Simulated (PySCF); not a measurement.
Au⁷⁰⁺: ionisation energy

Au⁷⁰⁺ [He] 2s2 2p5 [2p1/2^2 2p3/2^3, M_J = 3/2] → Au⁷¹⁺ [He] 2s2 2p4 [2p1/2^2 2p3/2^2, M_J = 2], as a difference of total energies. Computed with PySCF 2.14 in an uncontracted even-tempered set (16 s from 57 bohr⁻², ratio 2.4; 13 p from 74 bohr⁻², ratio 2.4; 5 d from 250 bohr⁻², ratio 2.6; 4 f from 380 bohr⁻², ratio 2.6), with the two-component X2C-1e Hamiltonian. Correlated levels: nothing frozen; the 28 highest virtual spinors dropped. "Screened" scales the spin-orbit matrix elements by Boettger's factors to mimic the two-electron term; Breit and QED terms are absent.

| method | ionisation energy (eV) |
| --- | --- |
| GHF (spin-free) | 18949.4 |
| GMP2 (spin-free) | 18951.1 |
| GHF (screened spin-orbit) | 18419.0 |
| GMP2 (screened spin-orbit) | 18420.7 |

For this ion Breit and QED terms and the two-electron picture change, all absent here, outweigh the correlation shift from GHF to GMP2.

The spin-free rows relax to the high-spin LS determinant and lack the spin-orbit shift.

The labels give the starting determinants; with spin-orbit coupling the two ends relaxed to ⟨J²⟩ = 3.75, ⟨L²⟩ = 2.03, ⟨S²⟩ = 0.78 and ⟨J²⟩ = 6.00, ⟨L²⟩ = 3.32, ⟨S²⟩ = 1.38.

For comparison: 18400 ± 60 eV (theoretical estimate listed by NIST; NIST Atomic Spectra Database, ionization energies).
